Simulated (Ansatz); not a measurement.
C$_{2}$H$_{4}$BFO (`C=C(O)BF`). Total charge 0; spin multiplicity 1.

Cartesian coordinates in Å:
```
C -0.457 0.285 1.105
C -0.167 0.110 -0.191
O -0.905 0.599 -1.218
B 1.099 -0.707 -0.569
F 1.416 -0.900 -1.835
H 0.192 -0.142 1.857
H -1.323 0.844 1.448
H -1.661 1.086 -0.873
H 1.807 -1.175 0.276
```

Give the diagnostics of a CCSD(T)/def2-TZVPP run (frozen core, Ansatz). (Best estimate.)

The calculation gave: T1 = 0.0134, largest single amplitude 0.034, largest double 0.066, (T) share of the correlation energy 3.7 %, 10 CCSD cycles. The RHF solution is unstable towards an unrestricted one. T1 lies under the customary mark of 0.02 for closed shells.
